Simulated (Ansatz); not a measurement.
Relaxation of C$_{3}$H$_{8}$ClFSi$_{2}$ (15 atoms, charge 0, multiplicity 1), to a largest force component of 0.02 eV/Å in at most 40 steps.

Method: RKS B3LYP-D4/STO-3G (Ansatz).

```xyz
15
Properties=species:S:1:pos:R:3
F -2.017 -0.806 1.119
C -0.694 -0.779 0.948
C -0.210 -0.784 -0.460
Si 1.440 -1.716 -0.867
Si 0.133 0.791 0.425
C -0.984 2.220 0.173
Cl -0.172 3.381 -0.906
H -0.192 -1.336 1.732
H -0.899 -0.720 -1.205
H 2.099 -1.031 -1.926
H 1.006 -3.092 -1.301
H 2.270 -1.832 0.338
H 1.377 1.014 1.132
H -1.251 2.742 1.119
H -1.928 1.898 -0.293
```

**Question.** Where does it end, and by what steps?

**Answer.** It converged. Limits of this set-up: minimal basis. After 10 steps the energy has fallen by 1.040 eV; Cl7 moved furthest, 0.36 Å.

```json
{"step": "0", "energy less start (eV)": "0.0000", "largest force component (eV/Å)": "6.448", "accepted": "yes"}
{"step": "1", "energy less start (eV)": "-0.8960", "largest force component (eV/Å)": "1.323", "accepted": "yes"}
{"step": "2", "energy less start (eV)": "-1.0022", "largest force component (eV/Å)": "0.377", "accepted": "yes"}
{"step": "3", "energy less start (eV)": "-1.0093", "largest force component (eV/Å)": "0.286", "accepted": "yes"}
{"step": "4", "energy less start (eV)": "-1.0304", "largest force component (eV/Å)": "0.279", "accepted": "yes"}
{"step": "5", "energy less start (eV)": "-1.0375", "largest force component (eV/Å)": "0.052", "accepted": "yes"}
{"step": "6", "energy less start (eV)": "-1.0385", "largest force component (eV/Å)": "0.043", "accepted": "yes"}
{"step": "7", "energy less start (eV)": "-1.0392", "largest force component (eV/Å)": "0.029", "accepted": "yes"}
{"step": "8", "energy less start (eV)": "-1.0395", "largest force component (eV/Å)": "0.033", "accepted": "yes"}
{"step": "9", "energy less start (eV)": "-1.0397", "largest force component (eV/Å)": "0.024", "accepted": "yes"}
{"step": "10", "energy less start (eV)": "-1.0398", "largest force component (eV/Å)": "0.014", "accepted": "yes"}
```

```xyz
15
Properties=species:S:1:pos:R:3
F -2.099 -1.034 1.006
C -0.718 -0.830 0.981
C -0.009 -0.657 -0.431
Si 1.409 -1.771 -0.896
Si 0.094 0.826 0.669
C -1.008 2.281 0.222
Cl -0.326 3.258 -1.209
H -0.187 -1.521 1.672
H -0.754 -0.541 -1.229
H 2.156 -1.203 -1.995
H 0.934 -3.081 -1.282
H 2.291 -1.914 0.240
H 1.332 1.183 1.321
H -1.122 3.003 1.049
H -2.014 1.950 -0.089
```

The run took 39 s on 1 CPU thread of a shared host.
